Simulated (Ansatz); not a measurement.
Gas-phase reaction in SMILES: CCCC(C)=O → CCC[C]=O + [CH3] (CH3) (the C-C bond at the site shown breaks; other sites are not compared here)
Structures are relaxed separately at B3LYP-D3(BJ)/def2-TZVP in Ansatz (a first-principles code), one conformer each, not searched for the lowest.
Geometry of the first species:
```xyz
16

C      2.6548     0.6062    -0.4687
C      1.4557    -0.2146    -0.0040
C      0.1343     0.5021    -0.2417
C     -1.0922    -0.2732     0.2023
O     -1.0133    -1.3738     0.6969
C     -2.4267     0.4088    -0.0080
H      2.7104     1.5620     0.0585
H      2.5971     0.8233    -1.5384
H      3.5903     0.0741    -0.2889
H      1.4359    -1.1778    -0.5180
H      1.5479    -0.4486     1.0586
H      0.0080     0.7441    -1.3041
H      0.1191     1.4720     0.2705
H     -2.5676     0.6478    -1.0650
H     -2.4566     1.3550     0.5382
H     -3.2327    -0.2365     0.3333
```
Charge 0, spin multiplicity 1.

Quantity: bond dissociation energy (electronic energy difference), in kcal/mol. Cores are frozen in the correlated levels unless marked. Open shells are spin-unrestricted. Spin-orbit coupling is left out. Non-relativistic. Basis-set limits of correlation are two-point, X^-3; Hartree-Fock from the larger set. [CCSD(T)-MP2]/basis is that difference in the basis named.

RI-MP2/CBS(cc-pVTZ,cc-pVQZ)+[CCSD(T)-MP2]/cc-pVTZ (Ansatz) gives 89.7 kcal/mol.

Question: Another calculation gave 104.8 kcal/mol. Which level was it?
A) B3LYP/def2-TZVPD (Ansatz)
B) SVWN5/def2-TZVPD (Ansatz)
C) PBE0/def2-TZVPD (Ansatz)
D) wB97X-V/def2-TZVPD (Ansatz)

Answer: B, SVWN5/def2-TZVPD (Ansatz). The others give 86.5 (PBE0), 81.8 (B3LYP), 89.5 (wB97X-V) kcal/mol.
